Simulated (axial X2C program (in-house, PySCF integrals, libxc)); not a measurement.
**FeCl: from the spin-free to the two-component result**

Computed with an in-house all-electron X2C program for linear molecules (integrals from PySCF). Spin-free means the one-electron spin-free X2C Hamiltonian; two-component (2c) means X2C with spin–orbit coupling and atomic mean-field two-electron Coulomb and Gaunt terms, so the difference of the two also holds small scalar two-electron terms. Basis: Fe dyall-cv3z [9s10p6d3f2g], Cl dyall-av3z [9s8p3d2f] (cores contracted in-house); Gaussian nuclei, density fitting, unrestricted open shells. Masses: Fe 55.935 u, Cl 34.969 u.

Spin-free state: M_S = 5/2, Λ = 2 (beyond evenly filled blocks: 2 × σα, π+α, π-α, δ+α, δ+β, δ-α); fragments Fe + Cl.

| level | Re (Å) | ωe (cm⁻¹) | De (eV) | μ (D) |
| --- | --- | --- | --- | --- |
| HF | 2.258 | 385.4 | 2.989 | -3.33 |
| MP2 | 2.199 | 399.7 | 3.666 | n/a |
| CCSD | 2.203 | 398.9 | 3.317 | n/a |
| CCSD(T) | 2.199 | 398.9 | 3.317 | n/a |
| PBE50 | 2.190 | 405.1 | 3.519 | -2.75 |

Correlated methods: 15 electrons correlated (number of frozen shells: Fe 3 s, 2 p; Cl 2 s, 1 p), 249 virtual spin orbitals or spinors in MP2, 90 natural virtuals in coupled cluster.

Dipoles are positive if Cl is the positive end.

Two-component determinant lowest at the distance of the search:

Ω = 9/2 (⟨Sz⟩ = 2.50, ⟨Lz⟩ = 2.00 at HF); fragments Fe + Cl.

```csv
level,Re (Å),ωe (cm⁻¹),μ (D)
HF,2.258,385.1,-3.33
MP2,2.200,399.4,n/a
CCSD,2.204,398.6,n/a
CCSD(T),2.200,398.5,n/a
PBE50,2.190,404.9,-2.75
```

(1) From the two tables, how do the constants change at the CCSD(T) level (2c against spin-free)?

The state is one determinant whose occupation by symmetry is held fixed; it was picked as the lowest of a PBE0 search that is not exhaustive. Dissociation energies refer to the lowest single-determinant-based atoms at the same level and basis. De is not given where an atomic determinant may have missed its ground term or J level, or where the truncated virtual space spoils (T). Density functionals use the spin component along the axis (collinear). Coupled cluster ran in a truncated set of natural virtual spinors; the MP2 energy of the rest was added. (T) has no such correction and the atoms are truncated less, which lowers De at CCSD(T) by a hundredth of an eV or more. Other states lie close and PBE0, whose exact exchange favours high spin, may order them wrongly; the determinant shown need not be the ground state. The nearest other spin-free determinant of the search, M_S = 5/2, Λ = 0, lies 0.15 eV up at the distance of the search. The functionals have no current-density term, which raises determinants with orbital currents, atoms included. With several unpaired electrons one determinant need not be a pure state. A state of lower Ω lies just above, and one determinant can place such states too high, so the state shown need not be the lowest. The search has Ω = 1/2 only 0.09 eV up.

Results:

(1) At the CCSD(T) level Re increases by 0.001 Å and ωe decreases by 0.4 cm⁻¹.
